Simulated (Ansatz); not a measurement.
Mulliken charges of `[F][GeH]1[CH2][Te]1` from PBE/def2-TZVPP in Ansatz (PBE0-D4/def2-TZVP geometry).

```csv
atom,x (Å),y (Å),z (Å),charge (e)
F1,0.541,-1.783,-1.302,-0.323
Ge2,-0.171,-0.915,0.021,0.458
C3,0.000,0.988,-0.095,-0.343
Te4,1.342,0.310,1.564,-0.104
H5,-1.419,-1.685,0.438,0.018
H6,0.568,1.388,-0.928,0.150
H7,-0.800,1.628,0.258,0.145
```

Task: By hand: the dipole of these point charges (1 e Å = 4.8032 D).

Result: Σ q r = (-0.449, 0.200, 0.206) e Å, of length 0.533 e Å = 2.56 D.

Task: How does the dipole of the full density compare? (An estimate is asked.)

Result: Ansatz gave: (-0.317, 0.216, 0.109) e Å, 1.92 D; the point charges give 1.33 times that, at 12° from its direction.

Point charges leave out the atoms' own dipoles, such as those of lone pairs, and Mulliken's split depends on the basis, so the two needn't agree.
